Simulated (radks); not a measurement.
Problem. The mean radii <r> (bohr) of the occupied orbitals of an atom or ion are listed with their occupations. All-electron calculation, Dirac Kohn-Sham, PBE, spin-unpolarised, spherical densities, finite nucleus; Fermi nuclear charge, rms radius of each element as measured or else 0.836 A^(1/3) + 0.57 fm. Program: a radial shooting solver on a logarithmic mesh with Libxc functionals.

| orbital | occ. | <r> |
|---|---|---|
| 1s1/2 | 2 | 0.01835 |
| 2s1/2 | 2 | 0.07695 |
| 2p1/2 | 2 | 0.06365 |
| 2p3/2 | 4 | 0.07161 |
| 3s1/2 | 2 | 0.2006 |
| 3p1/2 | 2 | 0.1905 |
| 3p3/2 | 4 | 0.2053 |
| 3d3/2 | 4 | 0.1796 |
| 3d5/2 | 6 | 0.1842 |
| 4s1/2 | 2 | 0.4495 |
| 4p1/2 | 2 | 0.4546 |
| 4p3/2 | 4 | 0.4878 |
| 4d3/2 | 4 | 0.5047 |
| 4d5/2 | 6 | 0.5161 |
| 5s1/2 | 2 | 1.054 |
| 5p1/2 | 2 | 1.146 |
| 5p3/2 | 4 | 1.234 |
| 4f5/2 | 6 | 0.5979 |
| 4f7/2 | 8 | 0.6069 |
| 5d3/2 | 0.4 | 1.571 |
| 5d5/2 | 0.6 | 1.604 |

Name the element and its charge. Open shells, if any, are shared by 2j + 1.

Solution. Z = 74, tungsten, charge +5: W5+ in [Xe] 4f14 5d1. The 1s radius gives Z: for a bare nucleus <r> = (2 gamma + 1)/(2Z) with gamma = sqrt(1 - (Z/c)^2), 0.01813 bohr for Z = 74, and screening makes it slightly larger (0.01835 here). The occupations add up to 69, and the charge is Z minus that.
